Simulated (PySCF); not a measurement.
## Simulated absorption spectrum

Compound: C4H5N3O.
InChI=1S/C4H5N3O/c1-7-3-5-4(2-8)6-7/h2-3H,1H3

Method used: TDDFT PBE0/def2-SVPD, vertical, gas phase, core orbitals frozen in the response in PySCF 2.14.0, density-fitted response routines. The structure is a single GFN2-xTB conformer in the gas phase; no vibrational or solvent corrections. Torsions of this conformer, `[CH3:1][n:2]1[cH:3][n:4][c:5]([CH:6]=[O:7])[n:8]1`: N4–C5–C6–O7 180°.

Computed states:

```
state  E (eV)       f
   S1    3.72  0.0002
   S2    5.19  0.0005
   S3    5.73   0.253
   S4    6.29  0.0004
   S5    6.30   0.074
   S6    6.45  0.0075
   S7    6.66  0.0002
   S8    7.14   0.174
```

Each state is given a Gaussian of 0.25 eV full width at half maximum, with ε(max) = 2.175×10⁸ f / Δν̃ (Δν̃ the width in cm⁻¹). The cross-section is σ = 3.8235×10⁻²¹ ε cm², given in Mb (10⁻¹⁸ cm²). The width is an assumption, not a result. The curve ends short of the highest state used, and states not computed would add to its high-energy end.

Question: What does the envelope look like, and where are its maxima?

Answer: 
E (eV), σ (Mb) and a bar:
```
     3.35       0.00 
     3.46       0.00 
     3.57       0.03 
     3.68       0.08 
     3.79       0.07 
     3.90       0.02 
     4.01       0.00 
     4.12       0.00 
     4.23       0.00 
     4.34       0.00 
     4.45       0.00 
     4.56       0.00 
     4.67       0.00 
     4.78       0.00 
     4.89       0.00 
     5.00       0.04 
     5.11       0.15 
     5.22       0.20 
     5.33       0.19 
     5.44       2.84 #
     5.55      26.73 ########
     5.66      86.40 ###########################
     5.77      95.44 ##############################
     5.88      36.05 ###########
     5.99       5.04 ##
     6.10       5.10 ##
     6.21      21.09 #######
     6.32      31.88 ##########
     6.43      18.25 ######
     6.54       4.85 ##
```

Maxima: 333 nm (3.72 eV), ε about 22, made up of S1 (100%); 239 nm (5.19 eV), ε about 54, made up of S2 (100%); 217 nm (5.72 eV), ε about 27000, made up of S3 (100%); 197 nm (6.31 eV), ε about 8400, made up of S5 (96%) (ε in L mol⁻¹ cm⁻¹; maxima over ε = 5, shares over 10%).

Question: Coming from long wavelengths, where does ε first pass 100 L mol⁻¹ cm⁻¹?

Answer: At about 231 nm (5.37 eV), 1.65 eV above S1.

Question: Does any computed singlet lie in the visible range?

Answer: No computed singlet lies in the visible range (380 to 750 nm); the lowest, at 333 nm, stands 0.46 eV above its violet end (3.26 eV); a Tamm–Dancoff triplet lies at 396 nm, without intensity as long as spin–orbit coupling is left out.

Question: What would ε be at 5.72 eV, the highest of these maxima, with half the width (0.125 eV)?

Answer: About 54300 L mol⁻¹ cm⁻¹ against 27300, a factor of about 1.99; a lone state at its own centre would give exactly 2.
